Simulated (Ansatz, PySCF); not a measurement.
Molecule: TeCl₃, net charge 0, doublet state. It need not be the lowest isomer of its formula. 
Structure (B3LYP-D3(BJ)/def2-TZVP (Ansatz, a program for electronic structure) minimum search):
SMILES: Cl[Te](Cl)Cl
```xyz
4

Te     0.0021    -0.2987     0.2464
Cl    -2.4090    -0.5157    -0.1851
Cl     0.0004     1.9552    -0.3297
Cl     2.4021    -0.5258    -0.2390
```
Charge 0, spin multiplicity 2.

Total electronic energies in hartree. Cores are frozen in the correlated levels unless marked. Open shells are spin-unrestricted. Spin-orbit coupling is left out. The frozen core is the preceding noble-gas configuration, with the filled d and f shells of earlier blocks. In def2 rows, elements after Kr have scalar-relativistic effective core potentials. STO-3G rows are all-electron and non-relativistic. CBS(X,Y): correlation extrapolated as X^-3; Hartree-Fock from the larger set. The bracket is a focal-point correction in the basis named.

| level | program | energy (Eh) |
|---|---|---|
| HF/def2-SVPD | Ansatz | -1645.08437 |
| HF-D3(BJ)/def2-TZVPD | PySCF + dftd3 | -1645.60209 |
| RI-HF/def2-TZVPPD | Ansatz | -1645.55471 |
| PBE-D4/def2-TZVPD | Ansatz + dftd4 | -1648.15999 |
| r2SCAN/def2-TZVPD | Ansatz | -1648.72622 |
| B3LYP-D3(BJ)/def2-TZVPD | Ansatz + dftd3 | [?] |
| PBE0/STO-3G | Ansatz | -7914.13952 |
| PBE0-D3(BJ)/def2-TZVP | Ansatz + dftd3 | -1648.26646 |
| PBE0-D3(BJ)/def2-TZVPD | Ansatz + dftd3 | -1648.26899 |
| PBE0/def2-TZVPD | Ansatz | -1648.26339 |
| TPSSh-D4/def2-TZVPD | PySCF + dftd4 | [?] |
| r2SCAN0/def2-TZVPD | Ansatz | -1648.67612 |
| LC-wPBE-D3(BJ)/def2-TZVPD | Ansatz + dftd3 | -1648.35156 |
| LC-wPBE-D4/def2-TZVPD | Ansatz + dftd4 | -1648.35224 |
| LC-wPBE/def2-TZVPD | Ansatz | -1648.34472 |
| B2GP-PLYP-D4/def2-TZVPD | Ansatz + dftd4 | -1647.81994 |
| PBE-QIDH/def2-TZVPD | Ansatz | -1647.71780 |
| MP2/STO-3G | Ansatz | -7910.90049 |
| SCS-MP2/def2-TZVPPD | Ansatz | -1646.24815 |
| CCSD(T)/def2-SVPD | Ansatz | -1645.69146 |
| CCSD(T)/def2-TZVPPD | Ansatz | -1646.35417 |
| RI-MP2/CBS(def2-TZVPP,def2-QZVPP)+[CCSD(T)-MP2]/def2-TZVPP | Ansatz | -1646.5208 |
| CCSD(T)/CBS(def2-TZVPP,def2-QZVPP) | Ansatz | -1646.5244 |

Q: Complete the blanks.

A: 
- B3LYP-D3(BJ)/def2-TZVPD, energy (Eh): -1648.85083
- TPSSh-D4/def2-TZVPD, energy (Eh): -1648.67794
